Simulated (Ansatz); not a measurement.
Input for Ansatz (development build ahead of 0.2.0):

```yaml
crystal:
  periodic: [false, false, false]
  atoms:
    - { symbol: S, position_ang: [0.0, 0.0, 0.0] }
    - { symbol: Be, position_ang: [1.9417, 0.0, 0.0] }
    - { symbol: Be, position_ang: [-0.9708, 1.6815, 0.0] }
    - { symbol: Be, position_ang: [-0.9708, -1.6815, 0.0] }
basis:
  gaussian: { orbitals: pcseg-2 }
magnetization:
  spin_polarized: true
hamiltonian:
  xc: r2scan
```

The input is written out in the form of the current development build from the run's settings.

The run gave:

```
Converged                       : yes
Total energy                    : -442.24886 hartree
Spin squared of the determinant : 1.364
Stability test                  : minimum
```

Caution: the unrestricted determinant is a mixture of spin states.
